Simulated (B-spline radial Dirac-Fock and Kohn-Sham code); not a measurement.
Kohn-Sham estimates against Dirac-Fock for the levels of Tb

System: the Tb atom, [Xe] 4f9 5d1 6s1 (an excited configuration).

The density-functional columns are spherical, spin-unpolarised Dirac-Kohn-Sham results without Breit or QED terms: −ε is minus the orbital energy of the initial state and ΔSCF the difference of two total energies. The reference in the last column comes from Dirac-Fock energy differences between relaxed states, corrected for Breit and QED terms. All numbers are from a radial atomic solver, in eV; a selection of levels is shown. For the 1s level of heavy atoms much of the gap between ΔSCF and the reference is the Breit and QED part, -227.0 eV here; for other levels the error of the functional can be larger.

```
level   LDA −ε  LDA ΔSCF  Dirac-Fock
    K  51746.5   52209.7     51994.5
   L1   8574.3    8655.1      8713.7
   L2   8152.1    8256.0      8252.6
   L3   7406.4    7498.9      7514.7
   M1   1900.6    1921.9      1967.1
   M2   1716.4    1739.3      1767.8
   M3   1562.5    1583.6      1613.0
   M4   1243.7    1269.3      1274.0
   M5   1210.1    1235.0      1241.1
   N1    375.2     383.3       405.4
   N2    303.0     311.1       326.3
   N3    268.6     276.3       292.1
   N4    149.4     156.9       160.9
   N5    143.2     150.6       154.7
 N6,7     2.40      8.56        3.72
   O2    27.20     31.90       30.20
   O3    22.81     27.31       25.93
 O4,5     1.07      3.90        2.69
   P1     3.61      5.86        4.72
```

Values without a named source are computed, but for edge energies of neutral atoms, which are taken from tables.
